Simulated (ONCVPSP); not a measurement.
# What one change does to a pseudopotential (cerium, ONCV)

ONCVPSP 4.0.1 input, shortened (lines: element, Z, core and valence counts, functional; n l f; lmax; l rc ep ncon nbas qcut; lloc lpopt rc5 dvloc0; l nproj debl; icmod fcfact rcfact), PBEsol, scalar-relativistic:

```
  Ce 58.00    9    5  -116133      upf
    1    0    2.00
    2    0    2.00
    2    1    6.00
    3    0    2.00
    3    1    6.00
    3    2   10.00
    4    0    2.00
    4    1    6.00
    4    2   10.00
    4    3    1.00
    5    0    2.00
    5    1    6.00
    5    2    1.00
    6    0    2.00
    3
    0    2.45    0.00    3    7    5.20
    1    2.75    0.00    4    7    6.00
    2    2.70    0.00    4    7    3.00
    3    1.30    0.00    4    8   11.50
    3    5    1.30    0.00
    0    2    2.50
    1    1    4.00
    2    1    3.00
    3    0    3.00
    3    1.75    1.25
```

Change: f: rc 0.9.

Cutoffs: the cutoffs (Ha) at which the residual kinetic energy of the hardest occupied pseudo-wave falls to 1 and 0.1 mHa per electron; they do not see the model core or the augmentation charge, which bear on the density cutoff. Errors are all-electron minus pseudo energies relative to the spin-unpolarised reference configuration.

**Question.** Predict the effect on cutoff, ghosts and configuration errors.

**Answer.** The potential gets harder (63 Ha and 114 Ha → 338 Ha and 440 Ha); both files keep a bound ghost (d, p, s); the errors of the 4 common tests hardly move. A smaller radius makes the pseudo-wave follow the all-electron one further in, where it bends more sharply, so more plane waves are needed.

| quantity | base | changed |
| --- | --- | --- |
| cutoff, loose | 63 Ha | 338 Ha |
| cutoff, tight | 114 Ha | 440 Ha |
| loose cutoff by channel | s 8.6 Ha, p 5.5 Ha, d 9.4 Ha, f 63 Ha | s 8.6 Ha, p 5.5 Ha, d 9.4 Ha, f 338 Ha |
| bound ghosts | s, p, d | s, p, d |
| GHOST(+) flags under 300 eV | none | none |
| error for 4f1 5s2 5p6 5d1 6s1, meV [ΔE 6.10 eV] | -1.7 | -1.6 |
| error for 4f1 5s2 5p6 5d1 6s0, meV [ΔE 17.14 eV] | -6.9 | -5.9 |
| error for 4f1 5s2 5p6 5d0 6s0, meV [ΔE 36.28 eV] | +4.8 | +5.0 |
| error for 4f1 5s2 5p6 5d1 6s1 6p1, meV [ΔE 2.48 eV] | +37 | +38 |
| s: phases at 2.49 bohr within 0.05 rad from the reference energy up to (Ha; the scan ends near 5) | 3.3 | 3.9 |
| p: phases at 2.79 bohr within 0.05 rad from the reference energy up to (Ha; the scan ends near 5) | 0.2 | 0.2 |
| d: phases at 2.74 bohr within 0.05 rad from the reference energy up to (Ha; the scan ends near 5) | 1.3 | 1.6 |
| rms error of d²Exc/dni dnj with the model core, mHa | 8.88 | 9.41 |

 A true bound ghost makes a file unfit for plane-wave use even where its test errors are small: the radial tests pick states by their node count and pass the ghost by.
